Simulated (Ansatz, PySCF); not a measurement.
V(O)2(OH) (HO3V), SMILES [O]=[V](=[O])[OH], multiplicity 1.

Coordinates come from a PBE0-D3(BJ)/def2-SVP optimisation. A frequency run showed that this geometry is not a minimum. The spin state was assumed, not searched. The values are those of a single conformer.

Vertical ionisation energy (IE) and electron affinity (EA) in eV. Rows of orbital energies are one-electron estimates. Where ΔSCF, EOM or ADC give a negative EA the extra electron is unbound and the value depends on the basis.

| level | IE | EA |
|---|---|---|
| −ε(HOMO), −ε(LUMO), M06-2X/def2-TZVPD (PySCF) | ? | ? |
| −ε(HOMO), −ε(LUMO), PBE/def2-TZVPD (PySCF) | 6.99 | 4.64 |
| ΔSCF, CAM-B3LYP/def2-SVPD (Ansatz), final states of multiplicity 2 and 2 | 11.20 | 2.28 |
| ΔSCF, PBE/def2-SVPD (Ansatz), final states of multiplicity 2 and 2 | 10.74 | 1.69 |

**Question.** Some entries are withheld; supply them. (Estimate from the structure and the level; the computed values follow.)

**Answer.** 
- −ε(HOMO), −ε(LUMO), M06-2X/def2-TZVPD (PySCF), IE: 10.37
- −ε(HOMO), −ε(LUMO), M06-2X/def2-TZVPD (PySCF), EA: 2.99

**Question.** What vertical singlet–triplet gap does ΔSCF give with CAM-B3LYP/def2-SVPD (Ansatz, a first-principles code) and with PBE/def2-SVPD (Ansatz)? (An estimate is asked for; the answer gives what the named calculation found.)

**Answer.** 1.98 and 2.41 eV (triplet above singlet where positive).
